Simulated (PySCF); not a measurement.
How methods differ on the excitation energy of Al⁺

Al⁺ [Ne] 3s2 (1S) → Al⁺ [Ne] 3p2 (3P), as a difference of total energies. Calculation: PySCF 2.14, in aug-cc-pV(T+d)Z; no relativity, point nucleus. Correlated levels: valence: [Ne] frozen. The calculations carry no spin-orbit coupling.

```json
{"method": "UHF", "excitation energy (eV)": "10.671", "error (eV)": "-1.009"}
{"method": "LDA", "excitation energy (eV)": "10.620", "error (eV)": "-1.060"}
{"method": "PBE", "excitation energy (eV)": "10.387", "error (eV)": "-1.293"}
{"method": "PBE0", "excitation energy (eV)": "10.585", "error (eV)": "-1.095"}
{"method": "r2SCAN", "excitation energy (eV)": "10.196", "error (eV)": "-1.484"}
{"method": "wB97M-V", "excitation energy (eV)": "11.304", "error (eV)": "-0.376"}
{"method": "revPBE", "excitation energy (eV)": "10.257", "error (eV)": "-1.423"}
{"method": "TPSS", "excitation energy (eV)": "10.296", "error (eV)": "-1.384"}
{"method": "B2PLYP", "excitation energy (eV)": "11.171", "error (eV)": "-0.509"}
{"method": "MP2 (valence)", "excitation energy (eV)": "11.266", "error (eV)": "-0.414"}
{"method": "SCS-MP2 (valence)", "excitation energy (eV)": "11.526", "error (eV)": "-0.154"}
```

Reference: 11.680 eV (measured; NIST levels, between the centres of gravity of the two terms).

Errors of the correlated levels include the incompleteness of this basis and the frozen core.
